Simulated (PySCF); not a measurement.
cyclopenta-2,4-dien-1-one (C5H4O), SMILES O=C1C=CC=C1.

Coordinates come from a PBE-D3(BJ)/def2-SVP optimisation.

The numbers are results of PBE-D3(BJ)/def2-SVP in PySCF, not measurements.

Frequencies are harmonic and unscaled.

| mode | ν (cm⁻¹) | IR (km/mol) | moving atoms (share of kinetic energy) |
|---|---|---|---|
| 1 | 206 | 0.6 | C 59 %, O 27 %, H 14 % |
| 2 | 436 | 0.0 | C 65 %, H 35 % |
| 3 | 451 | 2.7 | O 45 %, C 41 %, H 14 % |
| 4 | 633 | 26.0 | H 65 %, C 34 % |
| 5 | 641 | 1.2 | C 52 %, O 39 %, H 9 % |
| 6 | 701 | 0.5 | C 92 % |
| 7 | 715 | 0.0 | H 74 %, C 26 % |
| 8 | 824 | 57.8 | C 67 %, H 30 % |
| 9 | 829 | 1.0 | C 68 %, H 32 % |
| 10 | 935 | 0.0 | H 77 %, C 23 % |
| 11 | 942 | 0.0 | H 68 %, C 32 % |
| 12 | 955 | 0.2 | C 75 %, H 24 % |
| 13 | 1037 | 0.1 | H 93 % |
| 14 | 1041 | 6.0 | H 89 %, C 11 % |
| 15 | 1100 | 40.7 | C 75 %, H 23 % |
| 16 | 1249 | 3.6 | H 56 %, C 44 % |
| 17 | 1301 | 29.3 | H 50 %, C 49 % |
| 18 | 1554 | 0.0 | C 94 % |
| 19 | 1621 | 0.0 | C 90 %, H 10 % |
| 20 | 1768 | 150.6 | C 64 %, O 36 % |
| 21 | 3143 | 6.4 | H 92 %, C 8 % |
| 22 | 3153 | 4.1 | H 91 %, C 9 % |
| 23 | 3189 | 0.0 | H 91 %, C 9 % |
| 24 | 3191 | 0.1 | H 90 %, C 10 % |
